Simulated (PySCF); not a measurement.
H₄Cl₂GeN₂, singlet, at a GFN2-xTB geometry; DF-PBE/def2-SVPD (PySCF).

Here is a job for PySCF.
```python
from pyscf import gto, scf, dft

mol = gto.M(
    atom='''
N    -1.42667235   -1.31496612   -0.39683498
Ge    0.00289420   -0.25526910   -0.04718623
N     1.45675488   -1.33832279   -0.09362271
Cl   -0.37609301    0.64261136    1.83901080
Cl    0.35445836    1.26557172   -1.48628515
H    -1.39961690   -1.79917769   -1.28269303
H    -2.34044314   -0.90161968   -0.27561347
H     1.44391188   -2.10765412    0.56051924
H     2.36074519   -0.88902729   -0.05538576
''',
    basis='def2-svpd',
    verbose=4,
    max_memory=1800,
)

mf = dft.RKS(mol)
mf.xc = 'pbe'
mf = mf.density_fit(auxbasis='def2-universal-jkfit')
mf.kernel()
```

Output, abridged:

```
PySCF version 2.14.0

[INPUT] verbose = 4
[INPUT] num. atoms = 9
[INPUT] num. electrons = 84
[INPUT] charge = 0
[INPUT] spin (= nelec alpha-beta = 2S) = 0
[INPUT] symmetry False subgroup None
[INPUT] Mole.unit = angstrom
[INPUT] Symbol           X                Y                Z      unit          X                Y                Z       unit  Magmom
[INPUT]  1 N     -1.426672350000  -1.314966120000  -0.396834980000 AA   -2.696020010990  -2.484925829882  -0.749909428847 Bohr   0.0
[INPUT]  2 Ge     0.002894200000  -0.255269100000  -0.047186230000 AA    0.005469245350  -0.482388687064  -0.089169051551 Bohr   0.0
[INPUT]  3 N      1.456754880000  -1.338322790000  -0.093622710000 AA    2.752867753824  -2.529063539364  -0.176921280940 Bohr   0.0
[INPUT]  4 Cl    -0.376093010000   0.642611360000   1.839010800000 AA   -0.710712786263   1.214359474934   3.475226752117 Bohr   0.0
[INPUT]  5 Cl     0.354458360000   1.265571720000  -1.486285150000 AA    0.669829222962   2.391583941795  -2.808671876508 Bohr   0.0
[INPUT]  6 H     -1.399616900000  -1.799177690000  -1.282693030000 AA   -2.644892620313  -3.399953083528  -2.423938528589 Bohr   0.0
[INPUT]  7 H     -2.340443140000  -0.901619680000  -0.275613470000 AA   -4.422796544717  -1.703814263718  -0.520833974541 Bohr   0.0
[INPUT]  8 H      1.443911880000  -2.107654120000   0.560519240000 AA    2.728598001206  -3.982889052111   1.059227851149 Bohr   0.0
[INPUT]  9 H      2.360745190000  -0.889027290000  -0.055385760000 AA    4.461161858984  -1.680018095364  -0.104663917601 Bohr   0.0

nuclear repulsion = 600.809363480881
number of shells = 68
number of NR pGTOs = 270
number of NR cGTOs = 164
basis = def2-svpd
ecp = {}

******** <class 'pyscf.df.df_jk.DFRKS'> ********
method = DFRKS
initial guess = minao
damping factor = 0
level_shift factor = 0
DIIS = <class 'pyscf.scf.diis.CDIIS'>
diis_start_cycle = 1
diis_space = 8
diis_damp = 0
SCF conv_tol = 1e-09
SCF conv_tol_grad = None
SCF max_cycles = 50
direct_scf = False
XC library pyscf.dft.libxc version 7.1.2
    S. Lehtola, C. Steigemann, M. J. T. Oliveira, and M. A. L. Marques,  SoftwareX 7, 1–5 (2018)
XC functionals = pbe
    J. P. Perdew, K. Burke, and M. Ernzerhof,  Phys. Rev. Lett. 77, 3865 (1996)
    J. P. Perdew, K. Burke, and M. Ernzerhof,  Phys. Rev. Lett. 78, 1396 (1997)
    J. P. Perdew, K. Burke, and M. Ernzerhof,  Phys. Rev. Lett. 77, 3865 (1996)
    J. P. Perdew, K. Burke, and M. Ernzerhof,  Phys. Rev. Lett. 78, 1396 (1997)
radial grids:
    Treutler-Ahlrichs [JCP 102, 346 (1995); DOI:10.1063/1.469408] (M4) radial grids

becke partition: Becke, JCP 88, 2547 (1988); DOI:10.1063/1.454033
pruning grids: <function nwchem_prune>
grids dens level: 3
symmetrized grids: False
atomic radii adjust function: <function treutler_atomic_radii_adjust>
small_rho_cutoff = 0
Set gradient conv threshold to 3.16228e-05
Initial guess from minao.
tot grids = 125440
init E= -3107.73880363732
  HOMO = -0.313282529120269  LUMO = -0.0785625764712385  gap/eV = 6.38706
cycle= 1 E= -3107.87138610999  delta_E= -0.133  |g|= 0.89  |ddm|= 3.97
  HOMO = -0.158393046083961  LUMO = -0.0529967195983425  gap/eV = 2.86798
cycle= 2 E= -3107.46630930442  delta_E= 0.405  |g|= 1.65  |ddm|= 3.53
  HOMO = -0.252736217732769  LUMO = -0.0516832836158589  gap/eV = 5.47093
cycle= 3 E= -3107.99781905815  delta_E= -0.532  |g|= 0.227  |ddm|= 2.54
  HOMO = -0.242523804693095  LUMO = -0.0578771697300873  gap/eV = 5.02449
cycle= 4 E= -3108.01106041724  delta_E= -0.0132  |g|= 0.0551  |ddm|= 0.394
  HOMO = -0.247076593952913  LUMO = -0.0620279283741967  gap/eV = 5.03543
cycle= 5 E= -3108.01150277185  delta_E= -0.000442  |g|= 0.0293  |ddm|= 0.0911
  HOMO = -0.244487587949503  LUMO = -0.0592609609886932  gap/eV = 5.04027
cycle= 6 E= -3108.01175100311  delta_E= -0.000248  |g|= 0.00345  |ddm|= 0.0428
  HOMO = -0.244907979796199  LUMO = -0.0593778412616071  gap/eV = 5.04853
cycle= 7 E= -3108.01175435349  delta_E= -3.35e-06  |g|= 0.000676  |ddm|= 0.00537
  HOMO = -0.244954538404459  LUMO = -0.0593748770927531  gap/eV = 5.04988
cycle= 8 E= -3108.01175448538  delta_E= -1.32e-07  |g|= 0.000105  |ddm|= 0.00107
  HOMO = -0.244950311396206  LUMO = -0.0593759501582598  gap/eV = 5.04974
cycle= 9 E= -3108.01175448882  delta_E= -3.43e-09  |g|= 2.93e-05  |ddm|= 0.00017
  HOMO = -0.244950037873093  LUMO = -0.0593754846501189  gap/eV = 5.04974
cycle= 10 E= -3108.01175448906  delta_E= -2.4e-10  |g|= 2.05e-06  |ddm|= 3.82e-05
  HOMO = -0.24494995363219  LUMO = -0.059375516554852  gap/eV = 5.04974
Extra cycle  E= -3108.01175448905  delta_E= 4.55e-12  |g|= 1.86e-06  |ddm|= 6.91e-06
converged SCF energy = -3108.01175448905
```
